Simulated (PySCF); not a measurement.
Simulation results for CH7Al2N, AlCl2, Al2ClFH, AlBClFH and others

Calculation on a computer-drawn molecule: the log of a Hartree-Fock and frozen-core CCSD(T) single point meant for a local Hartree-Fock minimum, with one planted fault or none, to be diagnosed. Offsets are logged minus clean, where the clean run is the same molecule without the fault. The reference is restricted for singlets and unrestricted otherwise, and also for a bond in bohr or an excited solution. Adding or removing an electron swaps singlet and doublet. The excited solution moves the top pair (singlet) or top alpha electron (doublet) to the lowest empty orbital. Highest occupied and lowest empty are orbital energies over both spins, largest force is the largest gradient component, triples share is (T) over the correlation energy, the T1 limit is 0.02 restricted and 0.045 unrestricted, electrons count all cores, a negative frequency is imaginary (commonest isotopes), and the dipole is about the centre of nuclear charge. Program: PySCF 2.14.0.

Common to all runs: meant basis cc-pV(D+d)Z; logged SCF converged yes; logged SCF stable within its kind yes; possible faults no fault, one electron removed, one electron added, multiplicity raised by two, geometry at a saddle point, SCF held on an excited solution, minimal basis STO-3G, one bond length entered in bohr, all coordinates scaled.

(1) CH7Al2N

Logged structure:
```xyz
11
CH7Al2N
C     -0.1716     1.5520    -1.9392
Al    -0.9512    -0.2013    -1.5341
N     -3.8539    -0.5168     0.1814
Al    -4.9922     0.6536     0.8999
H     -0.0881     1.6934    -3.0239
H     -0.7458     2.3916    -1.5375
H      0.8480     1.6220    -1.5412
H     -0.2422    -1.5395    -2.0029
H     -4.1315    -1.4794     0.3123
H     -6.2801     0.1213     1.6462
H     -4.6868     2.1972     0.7737
```

```
meant charge                    : 0
meant multiplicity              : 1
logged electrons                : 46
logged basis functions          : 109
logged spin squared             : 0.917
logged highest occupied         : -7.1101 eV
logged lowest empty             : 0.87686 eV
logged largest force            : 0.026563 hartree/bohr
logged dipole magnitude         : 0.53579 debye
logged energy HF                : -580.1418 hartree
planted fault                   : one bond length entered in bohr, row 2 of the drawn bonds
HF energy offset from clean run : 101 kcal/mol
```

Drawn bonds:
| atom | other atom | order |
| --- | --- | --- |
| 1 | 2 | 1 |
| 2 | 3 | 1 |
| 3 | 4 | 1 |
| 1 | 5 | 1 |
| 1 | 6 | 1 |
| 1 | 7 | 1 |
| 2 | 8 | 1 |
| 3 | 9 | 1 |
| 4 | 10 | 1 |
| 4 | 11 | 1 |

Notes: coupled-cluster numbers left out as unreliable.

(2) AlCl2

Logged structure:
```xyz
3
AlCl2
Cl     0.6710    -0.4172    -1.5937
Al    -1.7976     1.8956     0.5325
Cl    -3.5099     2.6681    -0.4376
```

```
meant charge                         : 0
meant multiplicity                   : 2
logged electrons                     : 47
logged basis functions               : 69
logged spin squared                  : 0.7709
logged highest occupied              : -9.0114 eV
logged lowest empty                  : -1.1862 eV
logged largest force                 : 0.010694 hartree/bohr
logged T1 diagnostic                 : 0.015693
logged D1 diagnostic                 : 0.053662
logged triples share                 : 0.019584
logged CC converged                  : yes
logged dipole magnitude              : 1.307 debye
logged energy HF                     : -1160.95955 hartree
logged energy CCSD(T)                : -1161.30559 hartree
planted fault                        : one bond length entered in bohr, row 1 of the drawn bonds
HF energy offset from clean run      : 57.89 kcal/mol
CCSD(T) energy offset from clean run : 60.14 kcal/mol
```

Drawn bonds:
| atom | other atom | order |
| --- | --- | --- |
| 1 | 2 | 1 |
| 2 | 3 | 1 |

(3) Al2ClFH

Logged structure:
```xyz
5
Al2ClFH
F      0.5179    -3.2298     4.9234
Al     0.0089    -2.4514     3.5993
Al    -0.7885    -1.1127     1.3756
Cl     0.7522     0.1426     0.8532
H     -2.2005    -1.4709     0.8606
```

```
meant charge                         : 1
meant multiplicity                   : 1
logged electrons                     : 52
logged basis functions               : 88
logged spin squared                  : 0
logged highest occupied              : -16.35 eV
logged lowest empty                  : -5.1952 eV
logged largest force                 : 8.198e-06 hartree/bohr
logged lowest frequency              : 66.952 cm⁻¹
logged T1 diagnostic                 : 0.016143
logged D1 diagnostic                 : 0.037141
logged triples share                 : 0.021544
logged CC converged                  : yes
logged dipole magnitude              : 3.5951 debye
logged energy HF                     : -1043.25054 hartree
logged energy CCSD(T)                : -1043.71351 hartree
planted fault                        : no fault
HF energy offset from clean run      : 0 kcal/mol
CCSD(T) energy offset from clean run : 0 kcal/mol
```

Drawn bonds:
| atom | other atom | order |
| --- | --- | --- |
| 1 | 2 | 1 |
| 2 | 3 | 1 |
| 3 | 4 | 1 |
| 3 | 5 | 1 |

(4) Al2ClFH

Structure as in entry 3.

```
meant charge                         : 1
meant multiplicity                   : 1
logged electrons                     : 51
logged basis functions               : 88
logged spin squared                  : 0.781
logged highest occupied              : -21.889 eV
logged lowest empty                  : -14.233 eV
logged largest force                 : 0.04227 hartree/bohr
logged T1 diagnostic                 : 0.065936
logged D1 diagnostic                 : 0.38547
logged triples share                 : 0.026135
logged CC converged                  : yes
logged dipole magnitude              : 4.8854 debye
logged energy HF                     : -1042.68056 hartree
logged energy CCSD(T)                : -1043.13087 hartree
planted fault                        : one electron removed
HF energy offset from clean run      : 357.7 kcal/mol
CCSD(T) energy offset from clean run : 365.6 kcal/mol
```

Drawn bonds:
| atom | other atom | order |
| --- | --- | --- |
| 1 | 2 | 1 |
| 2 | 3 | 1 |
| 3 | 4 | 1 |
| 3 | 5 | 1 |

Notes: T1 above single-reference limit.

(5) AlBClFH

Logged structure:
```xyz
5
AlBClFH
F     -0.2256    -3.5675     1.3107
Al    -0.1741    -1.9588     1.3981
B     -0.1215     0.2470     1.5113
Cl    -1.5257     1.0734     1.0240
H      0.8829     0.7343     1.9055
```

```
meant charge                         : 1
meant multiplicity                   : 1
logged electrons                     : 45
logged basis functions               : 79
logged spin squared                  : 0.7658
logged highest occupied              : -6.5105 eV
logged lowest empty                  : 1.038 eV
logged largest force                 : 0.055835 hartree/bohr
logged T1 diagnostic                 : 0.01901
logged D1 diagnostic                 : 0.059399
logged triples share                 : 0.025858
logged CC converged                  : yes
logged dipole magnitude              : 1.1785 debye
logged energy HF                     : -826.16338 hartree
logged energy CCSD(T)                : -826.66547 hartree
planted fault                        : one electron added
HF energy offset from clean run      : -137.2 kcal/mol
CCSD(T) energy offset from clean run : -145.7 kcal/mol
```

Drawn bonds:
| atom | other atom | order |
| --- | --- | --- |
| 1 | 2 | 1 |
| 2 | 3 | 1 |
| 3 | 4 | 1 |
| 3 | 5 | 1 |

(6) AlFH4NSi

Logged structure:
```xyz
8
AlFH4NSi
F     -2.1295    -0.6718    -1.2357
Al    -0.7778    -0.8776    -0.6943
N      0.6688    -1.0789    -0.1534
Si     2.0495    -0.6219    -0.9436
H      0.7960    -1.4824     0.6708
H      2.7869    -1.7169    -1.1937
H      1.5360    -0.0826    -2.0773
H      2.6933     0.2907    -0.1964
```

```
meant charge                         : 1
meant multiplicity                   : 1
logged electrons                     : 46
logged basis functions               : 94
logged spin squared                  : 0
logged highest occupied              : -17.221 eV
logged lowest empty                  : -4.7805 eV
logged largest force                 : 0.13241 hartree/bohr
logged T1 diagnostic                 : 0.012665
logged D1 diagnostic                 : 0.031137
logged triples share                 : 0.019329
logged CC converged                  : yes
logged dipole magnitude              : 2.326 debye
logged energy HF                     : -686.84488 hartree
logged energy CCSD(T)                : -687.37912 hartree
planted fault                        : all coordinates scaled, by -8.4 %
HF energy offset from clean run      : 46.34 kcal/mol
CCSD(T) energy offset from clean run : 54.79 kcal/mol
```

Drawn bonds:
| atom | other atom | order |
| --- | --- | --- |
| 1 | 2 | 1 |
| 2 | 3 | 1 |
| 3 | 4 | 1 |
| 3 | 5 | 1 |
| 4 | 6 | 1 |
| 4 | 7 | 1 |
| 4 | 8 | 1 |
